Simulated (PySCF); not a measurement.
# SbH⁻ at UHF-MP2

Computed with UHF-MP2; basis Sb def2-TZVPPD with ECP28, H def2-TZVPPD; scalar-relativistic core potentials; PySCF 2.14.

```
state                          : ²Π (doublet), unpaired electrons π ↑
bond length                    : 1.708 Å
harmonic wavenumber            : 1909 cm⁻¹
force constant                 : 2.15 mdyn/Å
rotational constant Be         : 5.782 cm⁻¹
anharmonicity ωexe             : 33.6 cm⁻¹
vibration–rotation constant αe : 0.159 cm⁻¹
```

Correlated steps freeze 4 core orbitals. Spin–orbit coupling is left out, which matters for elements this heavy, above all for dissociation energies. The state is the lowest determinant that a PBE0 search found; another state may lie lower at other levels.
